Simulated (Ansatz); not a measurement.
Start from `COBCl` and change one element to get `[SiH3]OBCl`.

Ansatz, PBE0-D4/def2-TZVP geometries, multiplicity 1. Each molecule was computed in one conformer, which needn't be the lowest.

```csv
property,`COBCl`
HOMO–LUMO gap (ωB97M-V/def2-TZVPP) / eV,12.73
"ideal-gas entropy at 298 K and 1 bar (rigid rotor, harmonic PBE0-D4/def2-TZVP) / J/(mol·K)",303
size of the dipole moment (PBE/def2-TZVPP) / D,2.59
zero-point energy (PBE0-D4/def2-TZVP) / kJ/mol,149.5
HOMO–LUMO gap (B3LYP/def2-TZVPP) / eV,7.99
size of the dipole moment (B3LYP/def2-TZVPP) / D,2.69
```

(1) Give the same properties after the change, and the shifts. (Estimate.)

Results:

(1) The calculation gave: 
```csv
property,`[SiH3]OBCl`,shift
HOMO–LUMO gap (ωB97M-V/def2-TZVPP) / eV,12.67,-0.06
"ideal-gas entropy at 298 K and 1 bar (rigid rotor, harmonic PBE0-D4/def2-TZVP) / J/(mol·K)",324,21
size of the dipole moment (PBE/def2-TZVPP) / D,1.13,-1.46
zero-point energy (PBE0-D4/def2-TZVP) / kJ/mol,116.3,-33.2
HOMO–LUMO gap (B3LYP/def2-TZVPP) / eV,7.92,-0.07
size of the dipole moment (B3LYP/def2-TZVPP) / D,1.11,-1.58
```

With PBE0 the HOMO falls by 0.27 eV and the LUMO falls by 0.36 eV, so the gap narrows by about 0.09 eV. PBE moves the HOMO by -0.30 eV and ωB97M-V by -0.25 eV. Dipoles are sizes alone; their direction can turn.

B3LYP here is the variant with VWN-RPA as its local correlation; programs differ in this.
